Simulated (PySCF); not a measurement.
## Yb⁶⁰⁺ (ytterbium, charge +60) across methods

[Ne], closed-shell 1S. Calculation: PySCF 2.14, in an even-tempered Gaussian basis (17 s from 38 bohr⁻², ratio 2.2; 10 p from 49 bohr⁻², ratio 2.2; 5 d from 200 bohr⁻², ratio 2.4; 5 f from 290 bohr⁻², ratio 2.4; 4 g from 440 bohr⁻², ratio 2.4); no relativity, point nucleus.

```
method  E (hartree)  mean ε 1s (eV)  mean ε 2s (eV)  mean ε 2p (eV)  Σ⟨r²⟩ (bohr²)   ⟨S²⟩
  PBE0     -9201.11        -61843.4        -13897.6        -13557.7        0.06217  0.000
   PBE     -9200.80        -61718.1        -13851.8        -13519.3        0.06218  0.000
r2SCAN     -9201.97        -61787.4        -13878.7        -13538.0        0.06214  0.000
M06-2X     -9201.83        -61959.1        -13931.7        -13598.8        0.06214  0.000
  BLYP     -9201.63        -61723.6        -13852.5        -13520.5        0.06217  0.000
   LDA     -9193.53        -61670.7        -13842.6        -13514.0        0.06222  0.000
```

Problem. Estimate the same row for UHF.

Solution. E (hartree) = -9201.59544; mean ε 1s (eV) = -62218.7; mean ε 2s (eV) = -14033.0; mean ε 2p (eV) = -13671.3; Σ⟨r²⟩ (bohr²) = 0.06212; ⟨S²⟩ = 0.000.

A non-relativistic calculation at this Z misses sizeable relativistic shifts. Spin-orbit coupling, which splits the p, d and f shells strongly at this Z, is absent.
